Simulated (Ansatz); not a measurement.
CH3Cl3GeO, SMILES `C[O][Ge]([Cl])([Cl])[Cl]`. The species carries charge 0 and has multiplicity 1. Geometry: relaxed with PBE0-D4/def2-TZVP. It is one conformer, not always the lowest.

```xyz
9

C    -1.000    0.942   -0.478
O     0.368    0.814   -0.119
Ge    0.985   -0.724    0.419
Cl   -0.046   -1.375    2.161
Cl    3.032   -0.441    0.836
Cl    0.730   -2.201   -1.089
H    -1.151    1.977   -0.784
H    -1.659    0.723    0.368
H    -1.259    0.285   -1.314
```

Question: What is the dipole moment at B3LYP/def2-TZVPP? (Best estimate.)

Answer: Computed: 1.65 D, with components (-1.45, 0.61, -0.50) D in this frame, pointing from negative to positive charge.

Question: And with PBE, r2SCAN, ωB97M-V? (Estimate.)

Answer: Ansatz gave: PBE 1.62 D, r2SCAN 1.68 D, ωB97M-V 1.62 D.

Question: Give the Mulliken charges with B3LYP, ωB97M-V, PBE in def2-TZVPP. (Best estimate.)

Answer: Computed: 
```json
{"atom": "C1", "B3LYP": "-0.13", "ωB97M-V": "-0.18", "PBE": "-0.14"}
{"atom": "O2", "B3LYP": "-0.37", "ωB97M-V": "-0.37", "PBE": "-0.30"}
{"atom": "Ge3", "B3LYP": "0.89", "ωB97M-V": "0.80", "PBE": "0.80"}
{"atom": "Cl4", "B3LYP": "-0.25", "ωB97M-V": "-0.22", "PBE": "-0.23"}
{"atom": "Cl5", "B3LYP": "-0.23", "ωB97M-V": "-0.20", "PBE": "-0.21"}
{"atom": "Cl6", "B3LYP": "-0.25", "ωB97M-V": "-0.22", "PBE": "-0.23"}
{"atom": "H7", "B3LYP": "0.12", "ωB97M-V": "0.13", "PBE": "0.12"}
{"atom": "H8", "B3LYP": "0.11", "ωB97M-V": "0.12", "PBE": "0.10"}
{"atom": "H9", "B3LYP": "0.11", "ωB97M-V": "0.12", "PBE": "0.10"}
```

B3LYP here is the variant with VWN-RPA as its local correlation; programs differ in this.
